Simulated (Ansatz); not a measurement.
Consider the substitution at a C–C bond: `C[CH2][AlH][O][SiH3]` + `[NH2][AlH][NH2]` → `C[NH][AlH][NH2]` + `[CH3][AlH][O][SiH3]`.

Calculated with Ansatz (gas phase, PBE0-D4/def2-TZVP geometries, no zero-point term in ΔE). CCSD(T)/CBS adds triple-zeta CCSD(T) − MP2 to the extrapolated MP2 energy (def2 sets, frozen cores). This one scheme is used for every species. Functionals use def2-TZVPP. B3LYP here is the variant with VWN-RPA as its local correlation; programs differ in this. HSE06 is defined as in plane-wave codes. One conformer a species, not always the lowest.

Is it downhill or uphill in electronic energy at CCSD(T)/CBS, and by how much? (Estimate.)

Computed: Uphill: ΔE = +28.0 kJ/mol.

What do these levels give: PBE-D4, revPBE-D4, BLYP-D4, B3LYP-D4, ωB97M-V, PBE0, B3LYP, r2SCANh, HSE06, CAM-B3LYP, CCSD/def2-SVP, CCSD(T)/def2-TZVPP? (Best estimate.)

The calculation gave: PBE-D4 24.3, revPBE-D4 23.9, BLYP-D4 22.4, B3LYP-D4 23.6, ωB97M-V 26.4, PBE0 24.2, B3LYP 21.5, r2SCANh 25.0, HSE06 24.2, CAM-B3LYP 22.4, CCSD/def2-SVP 20.0, CCSD(T)/def2-TZVPP 26.0 kJ/mol.

Largest T1 diagnostic among the species: 0.011.

Leaving LDA and LC-ωPBE aside and taking each functional with its dispersion term where it has one, the values spread over 4.0 kJ/mol, from BLYP-D4 to ωB97M-V. At CCSD(T), def2-SVP lies −8.0 kJ/mol from the extrapolated value and def2-TZVPP −2.0 kJ/mol. In def2-TZVPP, CCSD(T) changes the Hartree–Fock value by +4.1 kJ/mol (the triples alone add +0.2 kJ/mol) and MP2 by +6.2 kJ/mol.
